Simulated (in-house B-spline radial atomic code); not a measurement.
Configurations of Rb2+, with energies counted from [Ar] 3d10 4s2 4p5. Computed with a B-spline radial code for spherical atoms: scalar-relativistic (X2C) B97-1, spin-polarised, spherical fractional occupations, exact exchange averaged over the configuration, Fermi nucleus of rms radius 4.2036 fm. Shells without spins written out take the highest spin.

Occupations are held fixed; configurations that lie above the ionisation limit could autoionise.

| configuration | E - E(ref) (eV) | highest orbital | its <r> (bohr) |
| --- | --- | --- | --- |
| [Ar] 3d10 4s1 4p6 | 17.391 | 4p down | 1.642 |
| [Ar] 3d10 4s2 4p4 4d1 | 19.988 | 4d up | 2.371 |
| [Ar] 3d9 4s2 4p6 | 96.316 | 4p down | 1.576 |
| [Ar] 3d9 4s2 4p5 4d1 | 118.61 | 4d up | 2.257 |

Question: Order these further configurations by energy, lowest first.
A. [Ar] 3d10 4s2 4p4 5p1
B. [Ar] 3d10 4s2 4p4 5s1
C. [Ar] 3d10 4s1 4p5 5d1
D. [Ne] 3s2 3p5 3d10 4s2 4p6
E. [Ar] 3d9 4s2 4p5 5p1

Answer: B (21.07 eV), A (24.857 eV), C (47.269 eV), E (123.99 eV), D (219.84 eV).
